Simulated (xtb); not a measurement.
CH3F3O3Sn, SMILES [OH][Sn]([C](F)(F)F)([OH])[OH]. All values are semi-empirical tight-binding results from xtb (GFN2-xTB unless named), good for trends rather than for accurate numbers. Geometry optimised at GFN2-xTB. One conformer was computed; it need not be the lowest.

For metal compounds this method's bond lengths and energies can be far off.

Estimate the properties. (The exact figures need the calculation; the answer reports its results.)


- point group as xtb finds it: C3
- orbital gap: 3.69 eV
- zero-point energy: 30.3 kcal/mol
- G − E(el) at 298.15 K (modified RRHO): 6.4 kcal/mol
